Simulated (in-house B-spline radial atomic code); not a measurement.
The numbers below are computed, except where a source is named.
P in an electron gas of r_s = 2: phase shifts, screening, friction and resistivity

A nucleus sits in a uniform electron gas with a rigid positive background. The Kohn-Sham equations are solved self-consistently in the spin-unpolarised LDA (PW92), non-relativistic, on B-splines with outgoing waves at the boundary and partial waves to l = 8. The model has no lattice, no bands and no magnetic solution. Atomic units; δ_l are the phase shifts at the Fermi level, counted so that each bound state adds π, and good to about 0.0005.

The density parameter is r_s = 2 bohr, near that of the valence electrons of Si (4 per atom, density 2.33 g/cm³, mass 28.09 u, which gives r_s = 2.01).

```csv
l,δ_l (rad)
0,7.1909
1,4.5970
2,0.4321
3,0.0461
4,0.0084
5,0.0019
6,0.0005
7,0.0002
8,0.0002
```

Bound levels below the band bottom (hartree): s -75.45, s -5.776, p -4.018, s -0.13.

(1) Check the Friedel sum rule, and say where the screening charge sits.

(2) Find the transport cross section and the electronic stopping of a 2 keV P ion (mass 30.97 u).

(3) What residual resistivity would 1 atomic per cent of such centres give in a metal of this density?

(4) On a substitutional site the background of one host ion, a sphere holding 4 charges, is taken out. The phase shifts for l = 0 to 4 become 6.8594, 3.9290, -0.1219, -0.0727, -0.0203. What follows?

Results:

(1) k_F = (9π/4)^(1/3)/r_s = 0.95958. The rule is Z = (2/π) Σ (2l + 1) δ_l. The terms are s 4.578, p 8.780, d 1.375, f 0.205 and 0.070 beyond, in all 15.008 against Z = 15. Bound states hold 6 s, 6 p, 0 d electrons, so the scattering states carry 3.01 in all; where a term is smaller than its bound count, the bound level has drawn weight out of the band.

(2) σ_tr = (4π/k_F²) Σ (l + 1) sin²(δ_l − δ_(l+1)). The terms for l = 0 to 3 are 0.2711, 1.4581, 0.4252, 0.0057, all together 2.1603, so σ_tr = 13.647 × 2.1603 = 29.483 bohr². With n = 3/(4π r_s³) = 0.02984, the friction coefficient is Q = n k_F σ_tr = 0.8443. For v well below v_F = 0.960, dE/dx = Q v; with 24801 eV per u at v = 1, v = √(2000/(24801 × 30.97)) = 0.0510, so dE/dx = 0.04308 hartree/bohr = 22.2 eV/nm. The largest term couples the p and d waves.

(3) Δρ = k_F n_i σ_tr/n in atomic units of 21.74 μΩ·cm. With one host atom per 4 electrons, n_i/n = 0.01/4, so Δρ = 0.9596 × 0.00250 × 29.483 × 21.74 = 1.54 μΩ·cm. This is an atom added to the gas, as on an interstitial site.

(4) The Friedel sum is now 11.00, for Z − 4 = 11. The sum in σ_tr is 1.3088, so σ_tr = 17.86 bohr² and Δρ = 0.93 μΩ·cm per atomic per cent, 0.61 times the value above. A real host ion scatters too, so this model doesn't give zero even for the host's own atom.
